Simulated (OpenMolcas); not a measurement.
## Tm2+: ligand-field states by method

Tm2+ with 8 ligands (fluoride) in square antiprismatic coordination (D4d) at 2.38 Å, a polar angle of 61.9° against the regular 57.3°. A charge of +0.75 e stands 2.4 Å behind each ligand. Ligand basis ANO-RCC-VDZP.
```
Tm    0.0000    0.0000    0.0000
F     1.9394    0.8033    1.1216
F    -0.8033    1.9394    1.1216
F    -1.9394   -0.8033    1.1216
F     0.8033   -1.9394    1.1216
F     1.9394   -0.8033   -1.1216
F     0.8033    1.9394   -1.1216
F    -1.9394    0.8033   -1.1216
F    -0.8033   -1.9394   -1.1216
```

- Program: OpenMolcas
- Basis: ANO-RCC-VDZP [7s6p4d2f1g]
- Scalar Hamiltonian: DKH2, point nucleus
- Active space: 13 electrons in 7 orbitals (4f)
- State averaging: 2S+1 = 2 odd, 7 roots
- Spin-orbit coupling: state interaction with AMFI integrals over the reference wave functions

I. CASSCF
II. SS-CASPT2, IPEA 0.25 Eh, imaginary shift 0.1 Eh (closed shells correlated: 5s 5p and the ligand valence shells)

Spin-free states in cm-1, each column counted from its own energy of the first state listed:

| State | Degeneracy | I | II |
| --- | --- | --- | --- |
| 2S+1 = 2 | 2 | 0 | 0 |
| 2S+1 = 2 | 2 | 352 | 410 |
| 2S+1 = 2 | 2 | 860 | 900 |
| 2S+1 = 2 | 1 | 898 | 1000 |

From I to II, I's first state of the same spin (2S+1 = 2) moves from 352 to 410 cm-1, by about +57 cm-1.

With spin-orbit coupling the lowest J multiplet is 896 (I), 972 (II) cm-1 wide, a factor of 1.08 from I to II.

χT at 300 K: I 2.44, II 2.43 cm3 K/mol.

Over all roots computed the reference weight is 0.62 in II; a low but even weight reflects the number of correlated electrons. Without dynamic correlation the ligand-field splitting of an f shell can come out too small, at times by half (holds for I). Splittings of an f shell from a small cluster at a set distance can be off by tens of per cent, mostly too small (holds for II). The distance lies 4 % under the 2.47 Å that this model takes as the normal distance (a Shannon-type radius plus a fixed donor radius); by an R⁻⁵ law this alone changes a d-shell field by about +20 %. No measured value stands beside these numbers; the geometry is a model, was not optimised and need not be the one that this ion takes.

A state without a sure symmetry label is named by its multiplicity alone.
